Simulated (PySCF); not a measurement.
Molecule: `InChI=1S/H8Si4/c1-2-4-3-1/h1-4H2`.

Geometry:
```json
{"atom": "Si1", "x (Å)": "0.429", "y (Å)": "0.221", "z (Å)": "1.610"}
{"atom": "Si2", "x (Å)": "1.569", "y (Å)": "0.406", "z (Å)": "-0.465"}
{"atom": "Si3", "x (Å)": "-0.418", "y (Å)": "-0.205", "z (Å)": "-1.611"}
{"atom": "Si4", "x (Å)": "-1.543", "y (Å)": "-0.444", "z (Å)": "0.465"}
{"atom": "H5", "x (Å)": "0.988", "y (Å)": "-0.825", "z (Å)": "2.524"}
{"atom": "H6", "x (Å)": "0.312", "y (Å)": "1.510", "z (Å)": "2.362"}
{"atom": "H7", "x (Å)": "2.698", "y (Å)": "-0.564", "z (Å)": "-0.635"}
{"atom": "H8", "x (Å)": "2.060", "y (Å)": "1.782", "z (Å)": "-0.790"}
{"atom": "H9", "x (Å)": "-0.322", "y (Å)": "-1.464", "z (Å)": "-2.416"}
{"atom": "H10", "x (Å)": "-0.975", "y (Å)": "0.882", "z (Å)": "-2.478"}
{"atom": "H11", "x (Å)": "-1.963", "y (Å)": "-1.847", "z (Å)": "0.777"}
{"atom": "H12", "x (Å)": "-2.718", "y (Å)": "0.464", "z (Å)": "0.655"}
```

Geometry PBE0-D3(BJ)/def2-SVP throughout; GIAO in PySCF, gas phase, one conformer, non-relativistic; equivalent atoms averaged; functional PBE0.

A run gave: Si1/Si2/Si3/Si4 -89.8, H5/H6/H7/H8/H9/H10/H11/H12 4.31 ppm (shifts δ (against TMS at the same level)).

**Question.** Which basis set was used in that run?
A. pcSseg-2
B. pcSseg-1
C. STO-3G
D. 6-31G

**Answer.** A. Si1/Si2/Si3/Si4 tells them apart best: pcSseg-2 gives -89.8, pcSseg-1 gives -84.1, 6-31G gives -52.4, STO-3G gives -28.3 ppm.
